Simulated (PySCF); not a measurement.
# Induced dipoles and field energies

Compound: Ge(tBu)H3, C₄H₁₂Ge.
Cartesian coordinates in Å at the PBE0-D3(BJ)/def2-SVP level; atoms count from 1:
```
atom  x, y, z in Å
Ge1    0.016    0.012   -1.840
C2    -0.004   -0.001    0.142
C3    -1.443    0.179    0.624
C4     0.868    1.147    0.650
C5     0.551   -1.339    0.630
H6    -1.481    0.169    1.729
H7    -1.873    1.136    0.288
H8    -2.102   -0.629    0.267
H9     0.492    2.127    0.314
H10    1.912    1.052    0.311
H11    0.879    1.160    1.755
H12    1.588   -1.501    0.294
H13   -0.054   -2.189    0.277
H14    0.554   -1.372    1.735
H15    1.468   -0.079   -2.354
H16   -0.618    1.315   -2.373
H17   -0.783   -1.188   -2.390
```

Level: CAM-B3LYP/def2-SVPD (PySCF); nuclei fixed, core orbitals frozen in the response. Permanent dipole (-0.010, -0.004, 0.768) D (1 au = 2.5417 D). Static polarisability (au):

```
x   79.14  0.00 -0.10
y    0.00 79.15 -0.09
z   -0.10 -0.09 90.67
```

Only the terms in μ and α are kept: μ(F) = μ + αF and ΔE = −μ·F − ½ F·αF.

Problem. A field of 0.008 au (0.411 V/Å) is applied along each axis in both senses. Find the induced dipole, the size of the total dipole and the two energy terms.

Solution. 
```tsv
field along	induced x (D)	induced y (D)	induced z (D)	total size (D)	−μ·F (kJ/mol)	−½F·αF (kJ/mol)
+x	1.609	0.000	-0.002	1.773	+0.083	-6.649
−x	-1.609	0.000	0.002	1.793	-0.083	-6.649
+y	0.000	1.609	-0.002	1.779	+0.033	-6.650
−y	0.000	-1.609	0.002	1.788	-0.033	-6.650
+z	-0.002	-0.002	1.844	2.612	-6.346	-7.618
−z	0.002	0.002	-1.844	1.076	+6.346	-7.618
```

Problem. For the field (0.0048, 0.0056, -0.0056) au, what is the induced dipole, and what angle does it make with the field?

Solution. αF = (0.967, 1.128, -1.293) D, at 3.8° to the field. The polarisability along this direction, F·αF/F², is 83.49 au, against a mean of 82.99 au.

Problem. At what field along the permanent dipole would the induced dipole along it equal the permanent one, in this linear picture?

Solution. The polarisability along the dipole is 90.67 au, so F = 0.3022 au / 90.67 au = 0.0033 au = 0.17 V/Å; higher-order terms are ignored.

Problem. What field makes μF equal to kT at 100 K?

Solution. kT = 0.3167 × 10⁻³ Eh, so F = 0.00105 au = 5.39 MV/cm.

Problem. Induction energy −ᾱe²/2R⁴ of a unit charge at 7 Å, the molecule taken as a point?

Solution. R = 13.23 bohr, so the energy is −83.0/(2 × 13.23⁴) Eh = -3.56 kJ/mol. The charge–dipole term at its most favourable orientation, −μe/R², is -4.53 kJ/mol.

Isolated species at its PBE0-D3(BJ)/def2-SVP geometry, gas phase. The calculation is non-relativistic, for germanium too.

The run behind these numbers computed excited states as well. The run took 62 s of wall time (grids of density and orbitals included) on an Arm Neoverse V2 with one thread (shared host), and the process peaked at 1.1 GiB of memory.
